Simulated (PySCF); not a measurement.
**Electron correlation in Nd³⁺ (neodymium, charge +3)**

[Xe] 4f3, one real determinant. Computed with PySCF 2.14 in ANO-RCC-VTZP (8s7p5d3f2g1h, 104 functions), with the spin-free X2C one-electron Hamiltonian (Gaussian nucleus). Frozen: [Ar] 3d10; 29 electrons correlated.

MP2 pair energies summed by pair of shells (mhartree):

```json
{"pair": "4d-4d", "energy": "-198.90", "share (%)": "24.3"}
{"pair": "5p-5p", "energy": "-129.01", "share (%)": "15.8"}
{"pair": "4d-5p", "energy": "-113.94", "share (%)": "13.9"}
{"pair": "4d-4f", "energy": "-98.98", "share (%)": "12.1"}
{"pair": "4f-5p", "energy": "-69.65", "share (%)": "8.5"}
{"pair": "4p-4d", "energy": "-46.73", "share (%)": "5.7"}
{"pair": "5s-5p", "energy": "-36.80", "share (%)": "4.5"}
{"pair": "4d-5s", "energy": "-27.03", "share (%)": "3.3"}
{"pair": "4p-4p", "energy": "-15.97", "share (%)": "2.0"}
{"pair": "4f-5s", "energy": "-14.44", "share (%)": "1.8"}
{"pair": "4f-4f", "energy": "-13.88", "share (%)": "1.7"}
{"pair": "4p-4f", "energy": "-13.70", "share (%)": "1.7"}
{"pair": "4p-5p", "energy": "-9.19", "share (%)": "1.1"}
{"pair": "4s-4d", "energy": "-8.27", "share (%)": "1.0"}
{"pair": "5s-5s", "energy": "-6.38", "share (%)": "0.8"}
{"pair": "4p-5s", "energy": "-4.72", "share (%)": "0.6"}
{"pair": "4s-4p", "energy": "-4.66", "share (%)": "0.6"}
{"pair": "4s-4f", "energy": "-2.36", "share (%)": "0.3"}
{"pair": "4s-4s", "energy": "-1.34", "share (%)": "0.2"}
{"pair": "4s-5p", "energy": "-0.96", "share (%)": "0.1"}
{"pair": "4s-5s", "energy": "-0.42", "share (%)": "0.1"}
```

Total MP2 correlation energy: -817.36 mhartree.

Same-spin part -293.39 and opposite-spin part -523.97 mhartree; SCS-MP2 scales them by 1/3 and 6/5 to -726.56 mhartree.

The reference is one real determinant that mixes LS terms of this configuration.
